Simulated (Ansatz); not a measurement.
C6H15Cl3InP, SMILES `CC[P+](CC)(CC)[In-]([Cl])([Cl])[Cl]` at its PBE0-D4/def2-TZVP geometry, where that method's forces vanish. The species carries charge 0 and has multiplicity 1. In takes the def2 core potential.

```xyz
26

C     1.0536   -0.1546    2.5889
C    -0.1788    0.3040    1.8218
P    -0.0181    0.0884    0.0225
C     1.3011    1.2094   -0.5365
C     1.5595    1.1251   -2.0344
C    -1.5698    0.6701   -0.7282
C    -2.7705   -0.1885   -0.3561
In    0.4817   -2.3614   -0.6022
Cl    2.8306   -2.4285   -0.5765
Cl   -0.5096   -2.5643   -2.7232
Cl   -0.5787   -3.5538    1.1233
H     1.9401    0.4243    2.3244
H     0.8892   -0.0371    3.6613
H     1.2673   -1.2088    2.4009
H    -1.0472   -0.2891    2.1215
H    -0.4120    1.3552    2.0224
H     2.1997    0.9186    0.0144
H     1.0401    2.2275   -0.2279
H     1.8423    0.1131   -2.3308
H     0.6855    1.4185   -2.6184
H     2.3795    1.7909   -2.3085
H    -1.7176    1.7173   -0.4428
H    -1.4121    0.6428   -1.8098
H    -3.6644    0.1842   -0.8590
H    -2.6260   -1.2259   -0.6646
H    -2.9657   -0.1773    0.7176
```

(1) What forces (eV/Å) does r2SCAN-D4/def2-TZVPP give on these atoms in the Gaussian-basis code of Ansatz? (Best estimate.)

Results:

(1) Computed: 
```
C1   0.132 -0.044  0.095
C2  -0.122  0.035  0.019
P3   0.014 -0.069 -0.019
C4   0.051  0.049  0.107
C5   0.034  0.003 -0.164
C6   0.033  0.094 -0.081
C7  -0.140 -0.085  0.038
In8 -0.010  0.044  0.012
Cl9  0.096 -0.013  0.000
Cl10-0.035 -0.016 -0.086
Cl11-0.041 -0.057  0.065
H12 -0.017 -0.012  0.005
H13  0.006 -0.003 -0.016
H14 -0.004  0.017 -0.005
H15  0.002  0.008  0.006
H16 -0.008  0.009  0.001
H17  0.000  0.009 -0.003
H18  0.000  0.009  0.008
H19 -0.010  0.012  0.008
H20  0.016 -0.005  0.010
H21 -0.013 -0.011  0.001
H22  0.001  0.012 -0.002
H23 -0.007  0.007  0.003
H24  0.012 -0.008  0.010
H25  0.005  0.015  0.008
H26  0.004  0.000 -0.020
```
